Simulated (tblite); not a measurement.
Species: C2H10OS2Si2.
SMILES with atom numbers: `[CH3:1][SiH2:2][CH2:3][S:4][Si@@H:5]([OH:6])[SH:7]` (hydrogens: H8, H9, H10 on C1; H11, H12 on Si2; H13, H14 on C3; H15 on Si5; H16 on O6; H17 on S7)

Computed geometry: GFN2-xTB, gas phase.

(1) Give the optimised bond lengths and angles.

Answers

(1) 
```csv
bond,length (Å)
C1–Si2,1.895
Si2–C3,1.910
C3–S4,1.826
S4–Si5,2.138
Si5–O6,1.617
Si5–S7,2.144
"C1–H8, C1–H9, C1–H10",1.086
Si2–H11,1.465
Si2–H12,1.469
C3–H13,1.087
C3–H14,1.087
Si5–H15,1.448
O6–H16,0.955
S7–H17,1.322
```

Bonds in one row agree within 0.01 Å and their mean is given. A selection of angles:
```csv
angle,degrees
Si2–C1–H8,110.8
H8–C1–H9,107.8
C1–Si2–C3,108.3
C1–Si2–H11,111.5
C1–Si2–H12,111.6
C3–Si2–H11,108.1
C3–Si2–H12,106.3
H11–Si2–H12,110.8
Si2–C3–S4,109.6
Si2–C3–H13,111.7
Si2–C3–H14,112.3
S4–C3–H13,107.4
S4–C3–H14,107.5
H13–C3–H14,108.2
C3–S4–Si5,97.7
S4–Si5–O6,111.8
S4–Si5–S7,108.2
S4–Si5–H15,111.6
O6–Si5–S7,110.1
O6–Si5–H15,102.7
S7–Si5–H15,112.4
Si5–O6–H16,123.2
Si5–S7–H17,96.9
```

Dihedral angles: C1–Si2–C3–S4 64° (synclinal); Si2–C3–S4–Si5 -175° (antiperiplanar); C3–S4–Si5–O6 53° (synclinal); H16–O6–Si5–S4 82° (synclinal); H17–S7–Si5–S4 28° (synperiplanar).

Of the pairs four or more bonds apart, O6···H14 is among the closest relative to their van der Waals radii: 2.76 Å, 101 % of the sum of Bondi's values. Si5 (oxygen-bound silicon) is distorted tetrahedral (angles from 102.7° to 112.4°). O6 (silanol oxygen) is bent (angle 123.2°). S4 (sulfur bonded to C and Si) is bent (angle 97.7°). Si2 (SiH2 silicon) is tetrahedral (angles from 106.3° to 111.6°).

Point group: C1 (no symmetry element, even within 0.4 Å). Its GFN2-xTB frequencies are all real (lowest 18 cm⁻¹). One conformer, not necessarily the lowest (C1–Si2–C3–S4 64°, Si2–C3–S4–Si5 -175°, C3–S4–Si5–O6 53°, S4–Si5–O6–H 82°, S4–Si5–S7–H 28°). 3 starts were optimised and ended at 0.00, 0.60 and 2.34 kcal/mol (GFN2-xTB); the lowest of these is shown.
